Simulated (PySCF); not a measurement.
# Bonding in `C[CH2][Al-]([CH2]C)([CH2]C)[CH2]C`

Compound: C8H20Al (charge -1).
Numbering: `[CH3:1][CH2:2][Al-:3]([CH2:4][CH3:5])([CH2:6][CH3:7])[CH2:8][CH3:9]` (hydrogens: H10, H11, H12 on C1; H13, H14 on C2; H15, H16 on C4; H17, H18, H19 on C5; H20, H21 on C6; H22, H23, H24 on C7; H25, H26 on C8; H27, H28, H29 on C9)

Cartesian coordinates in Å at the PBE0-D3(BJ)/def2-SVP level; atoms count from 1:
```
atom  x, y, z in Å
C1     1.6420    2.4890   -0.2054
C2     0.9329    1.5978    0.8119
Al3   -0.0028   -0.0226    0.0061
C4    -0.8918   -1.0921    1.4952
C5    -1.7011   -2.2976    1.0234
C6     1.3634   -1.1853   -0.9606
C7     2.5661   -1.5983   -0.1159
C8    -1.4171    0.5978   -1.3227
C9    -2.5205    1.4611   -0.7149
H10    2.1523    3.3759    0.2260
H11    2.4114    1.9265   -0.7650
H12    0.9365    2.8722   -0.9647
H13    0.1953    2.1998    1.3800
H14    1.6630    1.2526    1.5717
H15   -1.5442   -0.4166    2.0847
H16   -0.1130   -1.4273    2.2100
H17   -1.0718   -3.0076    0.4567
H18   -2.1827   -2.8829    1.8350
H19   -2.5095   -1.9940    0.3338
H20    0.8539   -2.0922   -1.3451
H21    1.7141   -0.6527   -1.8677
H22    3.1221   -0.7162    0.2496
H23    2.2523   -2.1527    0.7873
H24    3.3045   -2.2420   -0.6389
H25   -1.8698   -0.2889   -1.8108
H26   -0.9238    1.1538   -2.1453
H27   -3.0570    0.9213    0.0864
H28   -3.2933    1.8056   -1.4341
H29   -2.1057    2.3696   -0.2420
```

Bond orders from the PBE0/pcSseg-1 density (PySCF). The structure is a single PBE0-D3(BJ)/def2-SVP conformer in the gas phase; no vibrational or solvent corrections. The pcSseg-1 basis has no diffuse functions, a weakness for an anion.

Question: Where do the orders between heavy atoms depart from those drawn in the SMILES?

Answer: The largest departure is 0.314, at Al3–C4 (drawn single, 0.686), Al3–C6 (drawn single, 0.686), C2–Al3 (drawn single, 0.687) and Al3–C8 (drawn single, 0.687). Drawn single, order below 0.88: C2–Al3 (0.687), Al3–C4 (0.686), Al3–C6 (0.686) and Al3–C8 (0.687). The SMILES, with its formal charges, is one Lewis structure only.

Question: Give the Mayer order of every bond between heavy atoms, beside its length.

Answer: 
```json
{"bond": "C1–C2", "drawn as": "single", "length (Å)": "1.527", "Mayer order": "1.059"}
{"bond": "C2–Al3", "drawn as": "single", "length (Å)": "2.037", "Mayer order": "0.687"}
{"bond": "Al3–C4", "drawn as": "single", "length (Å)": "2.038", "Mayer order": "0.686"}
{"bond": "C4–C5", "drawn as": "single", "length (Å)": "1.527", "Mayer order": "1.060"}
{"bond": "Al3–C6", "drawn as": "single", "length (Å)": "2.038", "Mayer order": "0.686"}
{"bond": "C6–C7", "drawn as": "single", "length (Å)": "1.527", "Mayer order": "1.060"}
{"bond": "Al3–C8", "drawn as": "single", "length (Å)": "2.037", "Mayer order": "0.687"}
{"bond": "C8–C9", "drawn as": "single", "length (Å)": "1.527", "Mayer order": "1.059"}
```

Question: And the bonds to hydrogen?

Answer: C–H: 0.96 to 0.97 (20 bonds).

Question: Sum the orders of all bonds at each heavy atom with more than one neighbour and set the sums beside the valence in the SMILES.

Answer: C1 3.967 (drawn 4), C2 3.660 (drawn 4), Al3 2.746 (drawn 4), C4 3.660 (drawn 4), C5 3.968 (drawn 4), C6 3.660 (drawn 4), C7 3.968 (drawn 4), C8 3.660 (drawn 4), C9 3.967 (drawn 4). Orders between atoms that aren't bonded are not in these sums.

Mayer orders depend on the basis set.
